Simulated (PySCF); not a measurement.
# Hf⁶¹⁺: ionisation energy

Hf⁶¹⁺ [Ne] 3s1 [3s1/2^1, M_J = 1/2] → Hf⁶²⁺ [Ne], as a difference of total energies. All numbers are calculated (PySCF 2.14, the two-component X2C-1e Hamiltonian, in an even-tempered Gaussian basis (18 s from 19 bohr⁻², ratio 2.4; 14 p from 25 bohr⁻², ratio 2.4; 4 d from 80 bohr⁻², ratio 2.6; 4 f from 120 bohr⁻², ratio 2.6)). Correlated levels: 1s2 frozen; the 54 highest virtual spinors dropped. "Screened" scales the spin-orbit matrix elements by Boettger's factors to mimic the two-electron term; Breit and QED terms are absent.

```
                    method  ionisation energy (eV)
           GHF (spin-free)                  6679.4
          GMP2 (spin-free)                  6680.2
 GHF (screened spin-orbit)                  6678.9
GMP2 (screened spin-orbit)                  6679.7
```

Breit and QED terms and the two-electron picture change are absent.

For comparison: 6674 ± 12 eV (theoretical estimate listed by NIST; NIST Atomic Spectra Database, ionization energies).
